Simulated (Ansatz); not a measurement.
BH4P (SMILES BP) moved off its minimum; all values from Ansatz (a program for electronic structure), cores frozen in correlated methods.
(charge 0, multiplicity 1)
```xyz
6

B      0.16682    -0.39027    -1.26355
H     -0.69954    -0.07526    -2.04591
H      0.92263    -1.14126    -1.44607
P     -0.06229     0.19936     0.49141
H     -0.38867     1.46758     0.51752
H      1.18176     0.21639     1.02923
```

```tsv
level	largest force (eV/Å)	on atom	rms difference from CCSD(T)/aug-cc-pV(T+d)Z (eV/Å)	dipole (D)
HF/def2-TZVPP	4.00	B1	0.168	0.92
PBE/def2-TZVPP	4.15	B1	0.166	0.92
r2SCAN/def2-TZVPP	4.14	B1	0.097	0.88
B3LYP/def2-TZVPP	4.01	B1	0.057	0.84
wB97M-V/def2-TZVPP	4.06	B1	0.074	0.80
MP2/aug-cc-pV(T+d)Z	4.11	B1	0.059	0.79
CCSD(T)/aug-cc-pV(T+d)Z	4.05	B1	0.000	0.81
```

The differences count from one level among others, with limits of its own. Forces at CCSD(T)/aug-cc-pV(T+d)Z (eV/Å):

| atom | Fx | Fy | Fz |
|---|---|---|---|
| B1 | -3.009 | 2.613 | 0.710 |
| H2 | 0.440 | -0.117 | 0.077 |
| H3 | 2.395 | -2.413 | -0.759 |
| P4 | -0.241 | -2.724 | -0.536 |
| H5 | -0.699 | 2.551 | -0.069 |
| H6 | 1.115 | 0.090 | 0.577 |
